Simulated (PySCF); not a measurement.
**LaSi: from constants to spectrum**

PBE constants of LaSi, quartet, about 0.0 electrons in the 4f shell (Mulliken) (La x2c-TZVPall, Si x2c-TZVPall; spin-free X2C with a Gaussian nucleus (PySCF 2.14); masses 138.9063 and 27.9769 u):

| Property | Result |
| --- | --- |
| ωe | 334.8 cm⁻¹ |
| ωexe | 0.911 cm⁻¹ |
| Be | 0.10712 cm⁻¹ |
| αe | 0.000392 cm⁻¹ |

(1) What force constant and bond length do these constants imply?

(2) Estimate the centrifugal constant D from the Kratzer relation and find the Dunham coefficient a1.

Spin–orbit coupling is left out, which matters for elements this heavy, above all for dissociation energies. The state is the lowest single determinant that the PBE0 search found; with open d or f shells the true ground state can be another one.

Results:

(1) Reduced mass μred = 23.287 u; k = 5.8918×10⁻⁷·μred·ωe² (u, cm⁻¹, mdyn/Å) = 1.54 mdyn/Å; Re = √(16.8576/(μred·Be)) (u, cm⁻¹, Å) = 2.600 Å.

(2) D = 4Be³/ωe² = 4.39e-08 cm⁻¹; a1 = −1 − αeωe/(6Be²) = -2.91.
